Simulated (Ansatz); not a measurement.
Ansatz (a program for electronic structure) input:
A basis named .json is the Basis Set Exchange file of that set.

Ansatz 0.2 input:
```yaml
crystal:
  periodic: [false, false, false]
  atoms:
    - {symbol: Si, position_ang: [2.27175545, -0.46067286, 0.25619597]}
    - {symbol: C, position_ang: [0.36671549, -0.15247429, 0.28119500]}
    - {symbol: N, position_ang: [-0.51943120, -0.66403028, 1.10817924]}
    - {symbol: C, position_ang: [-1.81300376, -0.40048459, 0.75001578]}
    - {symbol: C, position_ang: [-1.99334556, 0.32461351, -0.38895057]}
    - {symbol: S, position_ang: [-0.44678343, 0.72823381, -1.04338935]}
    - {symbol: H, position_ang: [2.59381349, 0.75473743, -0.61906163]}
    - {symbol: H, position_ang: [2.56508231, 0.21692404, 1.59337234]}
    - {symbol: H, position_ang: [-2.61831543, -0.77775861, 1.36940945]}
    - {symbol: H, position_ang: [-2.92280044, 0.62206038, -0.84705031]}
basis:
  gaussian:
    orbitals: cc-pV_Q+d_Z.json
hamiltonian:
  xc: pbe
total_charge: -1
magnetization: {spin_polarized: false}
correlation: {method: rpa, electrons: outside_noble_gas}
```

Q: Predict the final energy.

A: -858.56089 Eh (RPA@PBE/cc-pV(Q+d)Z). The basis has 468 functions.

It need not be the lowest isomer of its formula. Whether it binds its extra electron was not tested at this geometry.
